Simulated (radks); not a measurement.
Values are calculated unless marked as measured or tabulated.
Task: Neutral antimony, [Kr] 4d10 5s2 5p3. Level of theory: non-relativistic Kohn-Sham, PBE, spin-polarised, spherical densities, point nucleus (a radial shooting solver on a logarithmic mesh with Libxc functionals). Every spin shell is full or empty, so the densities are truly spherical. Functionals are evaluated on that one density, not self-consistently. Rank these orbital-free kinetic functionals by their error against the exact value of the orbitals, and give that value: Thomas-Fermi, von Weizsacker, TF + vW, TF + vW/9, TF + vW/5, LC94, APBEK, revAPBEK, Perdew 92, Thakkar, Pearson, LKT, PG1, DePristo-Kress, Ernzerhof.

Result: Exact: 6313.03 hartree. From best to worst, with 100 (|E| - |E exact|)/|E exact| (equal figures are ties): LC94 +0.07, DePristo-Kress -0.09, APBEK +0.13, revAPBEK +0.30, Ernzerhof -0.40, Thakkar -0.57, Perdew 92 -0.66, TF + vW/9 -0.67, Pearson -0.91, TF + vW/5 +3.00, Thomas-Fermi -5.26, PG1 +14.96, LKT +19.04, TF + vW +36.03, von Weizsacker -58.72.
